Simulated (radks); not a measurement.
Values are calculated unless marked as measured or tabulated.
Numerical settings for the rhenium ion Re3+, [Xe] 4f14 5d4. Level of theory: Dirac Kohn-Sham, PBEsol, spin-unpolarised, spherical densities, finite nucleus; open shells fill j = l - 1/2 first; Fermi nuclear charge, rms radius 5.3698 fm (a radial shooting solver on a logarithmic mesh with Libxc functionals). The defaults (mesh step 0.008 in ln r, mesh end at 40 bohr or more with all orbitals vanishing there, Anderson mixing 0.5 over 9 steps, residual threshold near 1e-9 with the energy settled to 1e-9 hartree or 1e-11 of itself, here a cap of 61 iterations) give E = -16708.254 hartree and 5d3/2 at -33.417 eV in 15 iterations. Run on one thread of a shared host, so times are rough (Arm Neoverse V1): 0.18 s of CPU time, 0.18 s wall, 15 iterations on 2213 mesh points. Changes against that run (0 stands for a change within the tolerance of the run):

setting                     iterations  converged  E (mhartree)  e(5d3/2) (meV)  CPU (s)
mesh step in ln r 0.05              15        yes        +0.138               0     0.04
mesh step in ln r 0.08               2         no      diverged               -     0.01
mesh step in ln r 0.12               4         no      diverged               -     0.01
mesh end (bohr) 20                  15        yes             0               0     0.17
mesh end (bohr) 12                  15        yes             0               0     0.17
residual threshold 0.001            11        yes             0         +0.0252     0.15
residual threshold 0.01             11        yes             0         +0.0252     0.15
mixing 0.05                         19        yes             0               0     0.21
linear mixing, mixing 0.05          61         no        +0.865            -584     0.58
linear mixing, mixing 0.2           61         no             0         -0.0089     0.48
mixing history 3                    18        yes             0               0     0.19
iteration cap 8                      8         no      +0.00613           +16.1      0.1

No run marked as converged misses the energy by more than 1 mhartree. A mesh that ends early acts as a hard wall.
